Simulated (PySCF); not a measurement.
H3S2, SMILES [SH2+]S, charge +1. Atoms are numbered in the order given.

```xyz
5

S      0.0995    -1.0779     0.0000
S     -0.1146     0.9888     0.0000
H     -1.2393    -1.2488     0.0000
H      0.7405     1.3376     0.9937
H      0.7405     1.3376    -0.9937
```
Charge +1, spin multiplicity 1.

Coordinates come from a B3LYP-D3(BJ)/def2-TZVP optimisation. The isomer is the one that the SMILES or the coordinates give; other isomers of the formula were not compared.

Computed with TDA-PBE/def2-TZVPD (PySCF).

Vertical excitations. Isolated molecule, no solvent. State labels are in the subgroup Cs.

**Question.** List the lowest excited states. (An estimate is asked for; the answer gives what the named calculation found.)

**Answer.** 
| state | symmetry | energy (eV) | λ (nm) | f | main pairs |
|---|---|---|---|---|---|
| S1 | A" | 4.12 | 301 | 0.001 | HOMO→LUMO 99 % |
| S2 | A' | 5.62 | 221 | 0.022 | HOMO→LUMO+1 92 % |
| S3 | A" | 5.97 | 208 | 0.002 | HOMO→LUMO+2 99 % |
| S4 | A' | 6.63 | 187 | 0.109 | HOMO−1→LUMO 84 % |
| S5 | A" | 6.82 | 182 | 0.002 | HOMO→LUMO+3 96 % |
| S6 | A" | 7.63 | 163 | 0.008 | HOMO−1→LUMO+1 93 % |
| S7 | A' | 8.04 | 154 | 0.004 | HOMO−1→LUMO+2 92 % |
| S8 | A' | 8.55 | 145 | 0.011 | HOMO−2→LUMO 81 % |
| S9 | A" | 8.74 | 142 | 0.021 | HOMO→LUMO+4 96 % |
| S10 | A' | 8.91 | 139 | 0.006 | HOMO−1→LUMO+3 74 %, HOMO→LUMO+5 18 % |
| T1 | A" | 3.36 | 369 | 0 | HOMO→LUMO 100 % |
| T2 | A' | 5.03 | 246 | 0 | HOMO→LUMO+1 99 % |
| T3 | A' | 5.15 | 241 | 0 | HOMO−1→LUMO 98 % |
| T4 | A" | 5.73 | 216 | 0 | HOMO→LUMO+2 99 % |
Triplets are in the Tamm–Dancoff approximation.
